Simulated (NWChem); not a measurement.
# BaClF; SMILES [F][Ba][Cl]

All runs: NWChem. The geometry was optimised at PBE0/def2-SVP. def2 effective core potentials on Ba; no spin-orbit coupling. Ions are spin-unrestricted doublets at the neutral geometry; other ion states weren't tried.

For level B3LYP/def2-SVP:

```
Property                               Result
-------------------------------------  ------
vertical ionisation energy, ΔSCF (eV)    9.50
−ε(HOMO) (eV)                            6.78
```

Estimate the same quantities for level PBE/def2-SVP.

The vertical ionisation energy, ΔSCF (eV) comes out as 9.23. The −ε(HOMO) (eV) is 5.77.
